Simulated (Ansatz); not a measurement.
Reaction (substitution at a C–Al bond): `[CH3][Al]([F])[CH2][SiH3]` + `O[SiH2]CS` → `CO[SiH2]CS` + `[F][AlH][CH2][SiH3]`

Isolated molecules relaxed with PBE0-D4/def2-TZVP in Ansatz; ΔE leaves out vibrations. CBS: MP2 limit from def2 TZ/QZ plus the TZ coupled-cluster correction, frozen cores. Functionals use def2-TZVPP. B3LYP here is the variant with VWN-RPA as its local correlation; programs differ in this. Each species was taken in one conformer, which may not be the lowest.

`[CH3][Al]([F])[CH2][SiH3]`:

```xyz
13

C     0.918   -0.127   -2.186
Al    0.612    0.867   -0.550
F     0.562    2.520   -0.635
C     0.356    0.081    1.207
Si   -1.392   -0.471    1.553
H     1.990   -0.286   -2.346
H     0.450   -1.114   -2.153
H     0.540    0.405   -3.062
H     0.652    0.803    1.976
H     1.007   -0.797    1.298
H    -1.828   -1.459    0.525
H    -2.326    0.687    1.486
H    -1.541   -1.109    2.889
```

`O[SiH2]CS`:

Z-matrix (Å, degrees):
```
Si
C 1 1.876
O 1 1.643 2 109.5
H 1 1.491 2 106.8 3 -121.6
H 1 1.484 2 112.3 3 118.1
S 2 1.818 1 108.8 3 55.0
H 2 1.093 1 109.8 3 -59.5
H 2 1.092 1 114.3 3 179.4
H 3 0.962 1 114.2 2 -43.7
H 6 1.344 2 97.1 1 57.1
```

`CO[SiH2]CS`:

Z-matrix (Å, degrees):
```
C
O 1 1.408
H 1 1.096 2 111.4
H 1 1.096 2 111.5 3 -121.5
H 1 1.091 2 108.3 3 119.2
Si 2 1.645 1 123.3 3 63.8
C 6 1.864 2 106.0 1 174.5
H 6 1.493 2 110.0 1 -65.6
H 6 1.489 2 110.5 1 54.5
S 7 1.813 6 111.4 2 -56.1
H 7 1.093 6 108.8 2 -172.6
H 7 1.092 6 112.0 2 68.8
H 10 1.343 7 96.7 6 45.6
```

`[F][AlH][CH2][SiH3]`:

```xyz
10

F    -1.487   -1.693   -1.812
Al   -0.390   -0.465   -1.675
C    -0.451    0.634   -0.084
Si    0.594    0.008    1.333
H     0.632   -0.292   -2.863
H    -0.102    1.641   -0.341
H    -1.487    0.712    0.264
H     2.009   -0.150    0.895
H     0.108   -1.325    1.782
H     0.575    0.931    2.501
```

```
             level  ΔE (kcal/mol)  difference from CCSD(T)/CBS
            PBE-D4           25.3                         -0.3
         r2SCAN-D4           26.0                          0.4
           PBE0-D4           25.3                         -0.3
          B3LYP-D4           23.6                         -2.0
           ωB97M-V           25.1                         -0.5
               PBE           25.4                         -0.2
            r2SCAN           26.0                          0.4
              PBE0           25.3                         -0.3
             B3LYP           23.7                         -1.9
    MP2/def2-TZVPP           26.2                          0.6
SCS-MP2/def2-TZVPP           24.1                         -1.5
   CCSD/def2-TZVPP           24.3                         -1.3
CCSD(T)/def2-TZVPP           24.7                         -0.9
     HF/def2-QZVPP           20.3                         -5.3
SCS-MP2/def2-QZVPP           24.6                         -1.0
     MP2/CBS(def2)           27.1                          1.5
       CCSD(T)/CBS           25.6                            0
```

Largest T1 diagnostic among the species: 0.012.

In def2-TZVPP, CCSD(T) changes the Hartree–Fock value by +4.3 kcal/mol (the triples alone add +0.4 kcal/mol) and MP2 by +5.8 kcal/mol.
